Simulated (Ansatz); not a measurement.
Geometry optimisation, RKS PBE0-D4/def2-SVP in Ansatz 0.2.0.

The input (input.yaml):

```yaml
crystal:
  periodic: [false, false, false]
  atoms:
    - { symbol: Al, position_ang: [-0.871238, 0.052945, -0.774447] }
    - { symbol: "N", position_ang: [0.889262, 0.50934, -0.387484] }
    - { symbol: F, position_ang: [-1.201699, -1.383882, -1.5183] }
    - { symbol: F, position_ang: [-2.074301, 1.125698, -0.415204] }
    - { symbol: H, position_ang: [0.630966, -0.566961, 1.642102] }
    - { symbol: Cl, position_ang: [-0.180454, -1.2357, 2.432279] }
    - { symbol: H, position_ang: [1.665886, 0.038439, -0.839816] }
    - { symbol: H, position_ang: [1.141478, 1.460122, -0.139029] }
basis:
  gaussian: { orbitals: def2-SVP }
hamiltonian:
  xc: pbe0
  dispersion: d4
relax:
  f_tol: 0.03
  max_steps: 50
```

Command:

```bash
$ ansatz run input.yaml --threads 2 --pin off --max-ram 3072MiB --backend cpu --events-out ev --progress --plain --runs-dir out
```

Question: Where does it end, and by what steps?

Answer: The run converged. After 14 steps the energy has fallen by 2.446 eV; H5 moved furthest, 1.33 Å. Parted: H5–Cl6. Joined: Al1–Cl6, N2–H5.

| step | energy less start (eV) | largest force component (eV/Å) | accepted |
| --- | --- | --- | --- |
| 0 | 0.0000 | 1.731 | yes |
| 1 | -0.1834 | 0.605 | yes |
| 2 | -0.2896 | 0.528 | yes |
| 3 | -0.4429 | 0.861 | yes |
| 4 | -0.5542 | 0.823 | yes |
| 5 | -0.8876 | 1.432 | yes |
| 6 | -1.5968 | 1.601 | yes |
| 7 | -2.1319 | 1.054 | yes |
| 8 | -2.3280 | 0.693 | yes |
| 9 | -2.4008 | 0.671 | yes |
| 10 | -2.4336 | 0.370 | yes |
| 11 | -2.4331 | 0.645 | no |
| 12 | -2.4417 | 0.208 | yes |
| 13 | -2.4408 | 0.235 | no |
| 14 | -2.4456 | 0.024 | yes |

```xyz
8
Properties=species:S:1:pos:R:3
Al -0.958 -0.327 -0.036
N 0.925 0.358 -0.053
F -0.905 -1.332 -1.369
F -1.785 1.112 -0.221
H 1.415 0.123 0.813
Cl -1.071 -1.258 1.859
H 1.444 -0.049 -0.834
H 0.935 1.374 -0.160
```

Whether the end is a true minimum wasn't checked by a vibrational analysis.

The run took 61 s on 2 threads of Arm Neoverse N1 (shared host), peak memory 0.19 GiB.
